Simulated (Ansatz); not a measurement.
Consider the formal exchange of groups at a C–Al bond: `C#[C][AlH][NH2]` + `F[SiH3]` → `C#C[SiH2]F` + `[NH2][AlH2]`.

Isolated molecules relaxed with PBE0-D4/def2-TZVP in Ansatz; ΔE leaves out vibrations. CCSD(T)/CBS is the MP2 limit (def2-TZVPP, def2-QZVPP) plus CCSD(T) − MP2 in def2-TZVPP, frozen cores. This one scheme is used for every species. One conformer a species, not always the lowest.

| species | CCSD(T)/CBS(def2) energy (Eh) |
| --- | --- |
| `C#[C][AlH][NH2]` | -375.21570 |
| `F[SiH3]` | -390.72345 |
| `C#C[SiH2]F` | -466.78369 |
| `[NH2][AlH2]` | -299.14566 |

(1) Work out ΔE.

(2) What do rigid-rotor, harmonic-oscillator terms from PBE0-D4/def2-TZVP frequencies (298.15 K, 1 bar) make of the CCSD(T)/CBS value? (Best estimate.)

Largest T1 diagnostic among the species: 0.013.

Results:

(1) ΔE = (-466.78369) + (-299.14566) − (-375.21570) − (-390.72345) = 0.00980 Eh = +25.7 kJ/mol.

(2) The calculation gave: ΔZPE = -2.0 kJ/mol, ΔH = +23.2 kJ/mol, ΔS = -1 J/(mol·K), ΔG = +23.7 kJ/mol.

Leaving LDA and LC-ωPBE aside and taking each functional with its dispersion term where it has one, the values, not all of them listed here, spread over 10.1 kJ/mol, from B97M-V to B2PLYP. LDA lies −4.1 kJ/mol from PBE without D4.
